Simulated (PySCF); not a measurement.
Bonds (- single, = double, # triple, : aromatic): C1=C2 1.329 Å, C2-S3 1.775 Å, S3=O4 1.461 Å, S3=O5 1.461 Å, S3-C6 1.775 Å, C6=C7 1.329 Å. C1 carries H8, H9; C2 carries H10; C6 carries H11; C7 carries H12, H13. H9, H13 are cis to S3; H8, H12 are trans to S3.

Single conformer, non-relativistic, fast rotation and ring inversion assumed for equivalent nuclei, gas phase. B97-2/pcSseg-2 with gauge-including orbitals; PBE0-D3(BJ)/def2-SVP geometry; PySCF 2.14.

Shifts are taken against calculated references (same method and geometry level): ¹³C, ¹H vs TMS; ³³S against CS2; ¹⁷O vs H2O.

```tsv
atoms	nucleus	count	δ (ppm)
C2/C6	¹³C	2	148.0
H10/H11	¹H	2	6.50
H9/H13	¹H	2	?
S3	³³S	1	319
O4/O5	¹⁷O	2	?
H8/H12	¹H	2	6.21
C1/C7	¹³C	2	138.3
```

Problem. Fill in the missing shifts.

Solution. 
- H9/H13: 6.84 ppm, hydrogen on a terminal =CH2 carbon; a vinylic proton, deshielded by the sp2 carbon and the C=C anisotropy
- O4/O5: 187.8 ppm, S=O oxygen

Shifts are as computed. Against solution values, carbons near 30 ppm lie about +4 ppm off and those near 130 ppm about +7 ppm. Of 1211 compounds with measured shifts, 218 miss one by over three times the rms of a fit or turn the order of signals round; such compounds aren't used in these exercises. Experimental scales use liquid or dissolved standards, which lie at an offset from isolated H2O (liquid H2O: subtract about 36 ppm).
